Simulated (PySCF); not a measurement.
Computed properties of Si(H)(OH) (H₂OSi), SMILES [SiH]O

Si(H)(OH) (H2OSi), SMILES O[SiH] (connectivity only; charge and spin as stated), neutral, multiplicity 1. Geometry optimised at PBE0-D3(BJ)/def2-TZVP. Other conformers were not sampled. All values are computed for the isolated molecule unless a solvent is named; none is compared with measurement here.

**Structure.** The optimised structure has Cs symmetry. All 6 harmonic modes at PBE0-D3(BJ)/def2-TZVP (PySCF) are real, so it is a minimum.

**Vibrations.** The strongest infrared lines (harmonic, unscaled, degenerate partners summed) lie at 1924 cm⁻¹ (407 km/mol, H 96 %), 637 cm⁻¹ (139 km/mol, H 90 %), 742 cm⁻¹ (131 km/mol, H 94 %). The softest mode is at 637 cm⁻¹ and the zero-point energy is 12.9 kcal/mol.

**Electronic structure.** M06-2X/def2-TZVPD (PySCF) places the frontier levels at -7.68 and -1.22 eV, a gap of 6.46 eV, and gives a dipole moment of 1.51 D and a mean polarisability of 36.9 bohr³.

**Excitations.** TDA-PBE0/def2-TZVPD (PySCF) has S1 at 3.37 eV (368 nm, f = 0.037, weak); the most intense of the 10 singlets computed lies at 7.57 eV (f = 0.22). T1 (TDA) is at 1.84 eV, 1.53 eV under S1. No vertical singlet excitation falls in the visible range (under 3.1 eV).

**NMR.** GIAO shifts at B3LYP/pcSseg-2 (PySCF) (non-relativistic, atoms alike by connectivity averaged): ¹H from 8.1 to 9.1 ppm against TMS; ²⁹Si at 389.8 ppm against TMS.
